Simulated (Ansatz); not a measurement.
`C=C[SiH2]C=N` + `[AlH2][SH]` → `C=C[SiH2][S][AlH2]` + `C=N`  (ligand exchange at the Si–C bond)

Program: Ansatz. Geometries: PBE0-D4/def2-TZVP. ΔE: electronic, gas phase. CBS: MP2 limit from def2 TZ/QZ plus the TZ coupled-cluster correction, frozen cores. This one scheme is used for every species. DFT in def2-TZVPP. B3LYP here is the variant with VWN-RPA as its local correlation; programs differ in this. One conformer a species, not always the lowest.

CCSD(T)/CBS gives -19.1 kcal/mol.

(1) Another level gave -16.2 kcal/mol. Which?
A. B3LYP/def2-TZVPP
B. HF/def2-TZVPP
C. r2SCAN-D4/def2-TZVPP
D. MP2/def2-TZVPP

Largest T1 diagnostic among the species: 0.012.

Answers

(1) A. B3LYP -16.2, r2SCAN-D4 -19.1, MP2/def2-TZVPP -20.1, HF/def2-TZVPP -17.2 kcal/mol.

The D4 term adds −2.1 kcal/mol with B3LYP and −1.2 kcal/mol with PBE0; it sums over pairs of atoms, weighted by their polarisabilities, and B3LYP, whose exchange is more repulsive, gets the larger term. From PBE to PBE0 (25 % exact exchange), in def2-TZVPP and without D4, ΔE moves by −1.0 kcal/mol. In def2-TZVPP, CCSD(T) changes the Hartree–Fock value by −1.1 kcal/mol (the triples alone add −0.4 kcal/mol) and MP2 by −2.9 kcal/mol.
